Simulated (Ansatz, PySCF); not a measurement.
Te(NH2)(GeH3) (GeH5NTe), SMILES N[Te][GeH3].

The structure is a stationary point at PBE-D3(BJ)/def2-SVP. The structure was generated by enumeration, and PubChem lists no compound with its InChIKey, so it may never have been made. The def2 effective core potentials stand for the cores of Te; spin–orbit coupling is left out. Other conformers were not sampled.

Vertical ionisation energy (IE) and electron affinity (EA) in eV. Rows of orbital energies are one-electron estimates. Where ΔSCF, EOM or ADC give a negative EA the extra electron is unbound and the value depends on the basis.

```csv
level,IE,EA
"−ε(HOMO), −ε(LUMO), B3LYP/def2-TZVPD (PySCF)",6.07,1.83
"−ε(HOMO), −ε(LUMO), PBE/def2-TZVPD (PySCF)",5.25,2.41
"ΔSCF, PBE0/def2-SVPD (Ansatz), final states of multiplicity 2 and 2",8.25,0.07
"ΔSCF, PBE/def2-SVPD (Ansatz), final states of multiplicity 2 and 2",8.17,0.15
```

What vertical singlet–triplet gap does ΔSCF give with PBE0/def2-SVPD (Ansatz, a first-principles code) and with PBE/def2-SVPD (Ansatz)? (An estimate is asked for; the answer gives what the named calculation found.)

2.78 and 2.74 eV (triplet above singlet where positive).
